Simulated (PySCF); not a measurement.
Running PySCF for InN

Input:

```python
from pyscf import gto, dft

mol = gto.M(
    atom='In 0 0 0; N 0 0 2.045',
    basis='def2-svpd',
    ecp={'In': 'def2-svpd'},
    charge=0,
    spin=2,
    symmetry=True,
    verbose=3,
)
mf = dft.UKS(mol, xc='b3lyp')
mf.kernel()
mf.mulliken_pop()
mf.dip_moment()
print('orbital energies (hartree):', [e[max(0, n-3):n+3].round(4) for e, n in zip(mf.mo_energy, mol.nelec)])
```

```bash
$ OMP_NUM_THREADS=1 python input.py
```

Output (some set-up lines and the per-cycle HOMO/LUMO lines with their warnings removed):

```
converged SCF energy = -244.784923922107  <S^2> = 2.0079461  2S+1 = 3.0052927
 ** Mulliken pop       alpha | beta **
pop of  0 In 4s        1.30168 | 1.30167
pop of  0 In 5s       -0.30010 | -0.30010
pop of  0 In 6s        0.61752 | 0.61996
pop of  0 In 7s        0.30021 | 0.29167
pop of  0 In 8s        0.04141 | 0.04965
pop of  0 In 4px       0.54163 | 0.54262
pop of  0 In 4py       0.54163 | 0.54262
pop of  0 In 4pz       0.53471 | 0.53319
pop of  0 In 5px       0.45784 | 0.45654
pop of  0 In 5py       0.45784 | 0.45654
pop of  0 In 5pz       0.46714 | 0.46906
pop of  0 In 6px       0.03310 | 0.00080
[40 lines left out]
In total            15.00000 | 13.00000
 ** Mulliken atomic charges   ( Nelec_alpha | Nelec_beta ) **
charge of  0In =      0.31856  (    10.38100     10.30045 )
charge of  1N =     -0.31856  (     4.61900      2.69955 )
Dipole moment(X, Y, Z, Debye):  0.00000,  0.00000, -1.62131
orbital energies (hartree): [array([-0.3096, -0.3096, -0.2253, -0.0635, -0.0635,  0.0099]), array([-0.6152, -0.3342, -0.2023, -0.1271, -0.1271, -0.0319])]
```

In short: E(SCF) = -244.784924 Eh, ⟨S²⟩ = 2.008, μz(SCF) = -1.62 D.

Hardware: Arm Neoverse V1, 1 thread, shared host. Wall time 3.2 s, peak memory 0.19 GiB.

The bond length is a typed value, not an optimised one. No search for the lowest solution was made.
